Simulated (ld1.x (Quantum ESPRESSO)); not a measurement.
# Configuration tests for nickel (TM)

```json
{
 "Element": "nickel",
 "Generator": "ld1.x (Quantum ESPRESSO) 7.5",
 "Type": "norm-conserving Troullier–Martins (Kleinman–Bylander form)",
 "Functional": "PW91",
 "Relativity": "scalar-relativistic",
 "Frozen core": "[Ar]",
 "Valence charge": "10",
 "Reference configuration": "3d8 4s1.5 4p0 (charge +0.5)",
 "Partial waves": "4s (bound): rc 1.50 bohr; 3d (bound): rc 0.95 bohr; 4p (bound, empty): rc 2.10 bohr",
 "Local potential": "the p channel",
 "Core correction": "Bessel-smoothed model core, default radius (core density twice the valence density)"
}
```

Energies are relative to the spin-unpolarised reference configuration 3d8 4s1.5 4p0; without spin polarisation the order of configurations can differ from experiment. The frozen-core shift is the all-electron ΔE with the core orbitals held at their reference shape minus the fully relaxed ΔE.

Problem. Give the all-electron excitation energy and the error of the potential for: 3d8 4s2 4p0; 3d8 4s1 4p0; 3d8 4s0 4p0; 3d7 4s2 4p0; 3d8.5 4s1.5 4p0; 3d8 4s1 4p1; 3d9 4s0 4p0.

Solution.

| valence configuration | charge | ΔE all-electron (eV) | error AE − PS (meV) | frozen-core shift (meV) |
| --- | --- | --- | --- | --- |
| 3d8 4s2 4p0 | 0 | -3.751 | -2.2 | -0.1 |
| 3d8 4s1 4p0 | +1 | 5.640 | -3.7 | +1.0 |
| 3d8 4s0 4p0 | +2 | 23.050 | -27 | +7.2 |
| 3d7 4s2 4p0 | +1 | 12.461 | -546 | +148 |
| 3d8.5 4s1.5 4p0 | 0 | -4.943 | -83 | +18 |
| 3d8 4s1 4p1 | 0 | 0.871 | -0.6 | +0.1 |
| 3d9 4s0 4p0 | +1 | 2.599 | -393 | +93 |

A variational frozen-core shift is positive and of second order in the change. This column holds negative values, so the frozen-core run of ld1.x carries numerical noise or an error of first order here, and the column gives no more than the rough size of the effect.

Note: ghost state, extra bound levels that the all-electron valence spectrum of the same l lacks: s at -129.0 eV. A true bound ghost makes a file unfit for plane-wave use.
